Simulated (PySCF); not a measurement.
A PySCF script (with the pyscf-properties extension) for the NMR shieldings of `C[C@@H](CF)Oc1cn[se]n1`, C₅H₇FN₂OSe, on a GFN2-xTB geometry:

```python
import basis_set_exchange as bse
import numpy as np
from pyscf import gto, dft
from pyscf.prop import nmr

atoms = """
C    -1.021562   -0.716732    1.365949
C    -0.934625   -0.052440   -0.004472
C    -2.056551    0.962895   -0.205663
F    -2.205716    1.261864   -1.534428
O     0.293177    0.668072   -0.140786
C     1.377663   -0.035109   -0.446603
C     2.637975    0.613239   -0.653175
N     3.619594   -0.180323   -0.958702
Se    3.034859   -1.850019   -1.014932
N     1.392614   -1.337677   -0.588965
H    -0.972514    0.035686    2.149656
H    -0.192293   -1.408680    1.486251
H    -1.951673   -1.269688    1.455701
H    -0.981389   -0.811992   -0.795592
H    -1.822772    1.898925    0.309661
H    -3.012851    0.558660    0.137961
H     2.789065    1.675348   -0.571771
"""
names = dict.fromkeys(["C", "F", "O", "N", "Se", "H"], "pcSseg-1")
basis = {el: gto.basis.parse(bse.get_basis(n, elements=[el], fmt="nwchem")) for el, n in names.items()}
mol = gto.M(atom=atoms, basis=basis, charge=0, verbose=0)
mf = dft.RKS(mol, xc="PBE0")
mf.grids.level = 2
mf.grids.alignment = dft.numint.BLKSIZE   # the property module wants whole blocks of grid points
mf.conv_tol = 1e-9
mf.kernel()

calc = nmr.RKS(mf)   # GIAO
C = mf.mo_coeff
Co = C[:, mf.mo_occ > 0]
resp = mf.gen_response(singlet=True, hermi=2)
def vind(x):   # induced exchange potential for any number of trial vectors
    d = np.einsum("pi,xij,qj->xpq", C, 2 * x.reshape(-1, C.shape[1], Co.shape[1]), Co, optimize=True)
    return np.einsum("xpq,pi,qj->xij", resp(d - d.transpose(0, 2, 1)), C, Co, optimize=True).ravel()
mo1, _ = nmr.rhf.solve_mo1(calc, with_cphf=vind)
sigma = calc.kernel(mo1)
for i, s in enumerate(sigma):   # ppm
    w = np.linalg.eigvalsh((s + s.T) / 2)
    print("%2d %-2s iso %8.1f  s11 %8.1f  s22 %8.1f  s33 %8.1f" % (i, mol.atom_pure_symbol(i), w.mean(), *w))
```

Question: What are the results?

Answer: 
```
 0 C  iso    171.3  s11    150.6  s22    174.6  s33    188.8
 1 C  iso    106.3  s11     82.3  s22    100.4  s33    136.3
 2 C  iso     96.1  s11     62.6  s22     82.6  s33    143.2
 3 F  iso    414.8  s11    376.4  s22    405.6  s33    462.5
 4 O  iso    171.8  s11     48.5  s22    220.6  s33    246.2
 5 C  iso     17.3  s11    -50.8  s22     43.9  s33     58.7
 6 C  iso     39.0  s11    -39.2  s22     38.4  s33    117.7
 7 N  iso   -172.2  s11   -497.9  s22   -224.7  s33    206.0
 8 Se iso    499.5  s11   -102.7  s22    644.9  s33    956.2
 9 N  iso    -67.5  s11   -302.2  s22   -100.2  s33    200.0
10 H  iso     30.8  s11     27.2  s22     28.5  s33     36.7
11 H  iso     29.3  s11     23.1  s22     30.7  s33     34.0
12 H  iso     30.8  s11     26.7  s22     27.7  s33     37.9
13 H  iso     26.1  s11     23.5  s22     26.1  s33     28.7
14 H  iso     26.6  s11     23.0  s22     27.7  s33     29.1
15 H  iso     26.9  s11     22.2  s22     28.9  s33     29.8
16 H  iso     23.4  s11     19.9  s22     24.7  s33     25.6
```

These numbers come from an equivalent density-fitted implementation of the same equations, which agrees with the script to about 0.01 ppm for H and up to a few tenths of a ppm for heavy atoms, so last digits may differ.

Relativistic effects, spin–orbit coupling among them, are left out; they matter for Se and for the light atoms bonded to it.

Size and cost of the density-fitted run: 229 basis functions, 110 s wall time on 1 thread of an x86-64 server CPU, shared host.
